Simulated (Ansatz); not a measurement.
`C=C[SiH](F)OC` → `C/C([SiH3])=C(/O)F`  (isomerisation)

Computed with Ansatz on PBE0-D4/def2-TZVP structures; ΔE is electronic, products minus reactants. CBS: MP2 limit from def2 TZ/QZ plus the TZ coupled-cluster correction, frozen cores. DFT in def2-TZVPP. B3LYP here is the variant with VWN-RPA as its local correlation; programs differ in this. One conformer a species, not always the lowest.

```
             level  ΔE (kJ/mol)  difference from CCSD(T)/CBS
           PBE0-D4        263.6                        -39.8
          B3LYP-D4        289.9                        -13.5
           ωB97X-V        281.4                        -22.0
           ωB97M-V        286.9                        -16.5
               PBE        251.5                        -51.9
            r2SCAN        274.5                        -28.9
              PBE0        263.7                        -39.7
             B3LYP        290.3                        -13.1
     HF/def2-TZVPP        322.6                         19.2
SCS-MP2/def2-TZVPP        305.9                          2.5
CCSD(T)/def2-TZVPP        295.8                         -7.6
     HF/def2-QZVPP        326.2                         22.8
    MP2/def2-QZVPP        306.2                          2.8
      HF/CBS(def2)        326.7                         23.3
     MP2/CBS(def2)        308.2                          4.8
    CCSD/CBS(def2)        310.1                          6.7
       CCSD(T)/CBS        303.4                            0
```

Largest T1 diagnostic among the species: 0.012.

From PBE to PBE0 (25 % exact exchange), in def2-TZVPP and without D4, ΔE moves by +12.1 kJ/mol. In def2-TZVPP, CCSD(T) changes the Hartree–Fock value by −26.8 kJ/mol (the triples alone add −6.7 kJ/mol) and MP2 by −22.0 kJ/mol.
